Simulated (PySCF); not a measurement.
# Lu(III) with different ligands

Computed with PySCF 2.14.0, PBE0, def2-SVP on the ligands, density fitting, scalar-relativistic core potentials, no spin-orbit coupling, vacuum. The metal has lcecp-1-SVP with ECP60. Each complex is relaxed within the symmetry of a template of the same shape. Distances are means of the shortest metal–ligand contacts, charges and spins Mulliken's; removal energies are rigid, with the ligand's formal charge and no counterpoise, so too large; for an anion taken off a cation in vacuum most of it is the attraction of opposite charges, and multiply charged cations can part far more cheaply with an electron moved from ligand to metal. lcecp potentials hold a fixed number of 4f electrons in the core, out of states, spins and gaps.

| complex | point group | M–first ligand (Å) | charge on M (e) | removal of one first-named ligand (eV) | strongest infrared band, degenerate modes summed (cm⁻¹) | unstable modes (below −25 cm⁻¹) |
| --- | --- | --- | --- | --- | --- | --- |
| [Lu(NH2)4]− | S4 | 2.198 | 0.55 | 5.42 | – | not given |
| [LuH4]− | Td | 2.038 | 0.18 | 4.88 | 1284 | 0 |
| [Lu(OH)4]− | S4 | 2.085 | 0.71 | 6.06 | – | 1 (soft) |
| [LuF4]− | Td | 2.022 | 0.99 | 6.92 | 523 | 0 |
| [Lu(SH)4]− | S4 | 2.594 | 0.51 | 4.73 | – | not given |

Q: A further member has point group Td, M–first ligand (Å) 2.477, charge on M (e) 0.67, removal of one first-named ligand (eV) 5.16, strongest infrared band, degenerate modes summed (cm⁻¹) 313, unstable modes (below −25 cm⁻¹) 0. Which complex is it?

A: [LuCl4]−. Other answers can fit too; this one was computed.

Members with unstable modes aren't minima as they stand: saddle points kept by symmetry or, where the modes are soft, flat surfaces and noise. Moved off a saddle point of the template and relaxed again: [Lu(NH2)4]−. One start shape was tried for each, so a minimum needn't be the lowest isomer.
